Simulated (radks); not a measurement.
Excited configurations of the neon ion Ne2+: one electron is placed in a higher orbital outside [He] 2s2 2p3. The ground configuration is [He] 2s2 2p4. Method: non-relativistic Kohn-Sham, PBEsol, spin-unpolarised, spherical densities, point nucleus; computed with a radial shooting solver on a logarithmic mesh with Libxc functionals. Excitation = E - E(ground); binding = E(ion) - E, where the ion is the core of charge +3; n* = 3/sqrt(2 binding) in atomic units, and the quantum defect is n - n*.

| outer orbital | excitation (eV) | binding (eV) | n* | <r> (bohr) |
|---|---|---|---|---|
| 3d | 53.107 | 14.185 | 2.938 | 3.242 |
| 4p | 56.987 | 10.305 | 3.447 | 5.727 |
| 4f | 59.665 | 7.628 | 4.007 | 5.998 |
| 6f | 63.741 | 3.552 | 5.872 | 15.62 |
| 7p | 64.223 | 3.069 | 6.316 | 20.16 |
| 7f | 64.655 | 2.638 | 6.813 | 21.85 |

The Delta-SCF ionisation energy is 67.293 eV (NIST Atomic Spectra Database: 63.423 eV, measured). Self-interaction in the functional shifts the binding energies and quantum defects, so they are the method's values and not measured ones. Spin polarisation and multiplet splitting are left out, so open shells lie too high by an amount that depends on their filling.

Beside tabulated values, note that spin-unpolarised runs miss the spin-polarisation part of the exchange energy of open shells.
